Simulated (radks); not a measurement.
Removal energies from the manganese ion Mn13+, [Ne] 3s2, by Delta-SCF beside the eigenvalue of the level emptied. Calculated with a radial shooting solver on a logarithmic mesh with Libxc functionals: Dirac Kohn-Sham, PBE, spin-unpolarised, spherical densities, finite nucleus; Fermi nuclear charge, rms radius of each element as measured or else 0.836 A^(1/3) + 0.57 fm. Sub-shells are occupied by j as written (lower j first in brackets).

removed from,final configuration,Delta-SCF (eV),-eigenvalue (eV)
3s1/2,[Ne] 3s1,405.10,389.90
2p3/2,"[He] 2s2 2p(1/2: 2, 3/2: 3) 3s2",1047.6,1003.0
2p1/2,"[He] 2s2 2p(1/2: 1, 3/2: 4) 3s2",1058.8,1013.7
2s1/2,[He] 2s1 2p6 3s2,1156.6,1117.1
